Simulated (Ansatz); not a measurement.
GanHm: PBE0-D4/def2-TZVPD single points in Ansatz on relaxed structures, gas phase. Each cluster is the lowest isomer that a short search found in that spin, judged at the geometry's level, and lower ones may exist. HOMO and LUMO are taken over both spins. Binding counts from free atoms in the multiplicity of their measured ground term, without zero-point energy. The spins of the ions were chosen, not always searched. A dash marks a value that wasn't run or was left out as unsound. The structures are stationary points that may keep the symmetry of their start. Remarks come from the PBE and PBE0 runs and from stability tests at other levels; not every state was tested. A HOMO above zero means that the electron is unbound at that level and held by the basis, or that self-interaction error raises the level; the energy of removing that electron tells which.

(1) Estimate the order by binding per atom (eV), lowest first.
A. Ga2H3 (doublet; reduced ion singlet)
B. Ga3H5 (singlet)
C. Ga3H2 (doublet; reduced ion singlet)

(1) C (1.77), A (1.86), B (2.11).

In full:

```tsv
species	atoms	state	geometry	HOMO (eV)	LUMO (eV)	gap (eV)	vertical EA (eV)	binding per atom (eV)	point group (within 0.1 Å)	remarks
Ga2H3	5	doublet; reduced ion singlet	r2SCAN-D4/def2-TZVP	-5.03	-2.53	2.50	–	1.86	Cs	HOMO above zero (-1 singlet), restricted SCF unstable in HF (-1 singlet)
Ga3H2	5	doublet; reduced ion singlet	r2SCAN-D4/def2-SVP	-5.36	-3.17	2.19	1.66	1.77	C2v	HOMO above zero (-1 singlet)
Ga3H5	8	singlet	r2SCAN-D4/def2-SVP	-6.10	-1.62	4.49	0.22	2.11	Cs	HOMO above zero (-1 doublet)
```

The gap (eV) runs from 2.19 (Ga3H2) to 4.49 (Ga3H5). The binding per atom (eV) runs from 1.77 (Ga3H2) to 2.11 (Ga3H5).
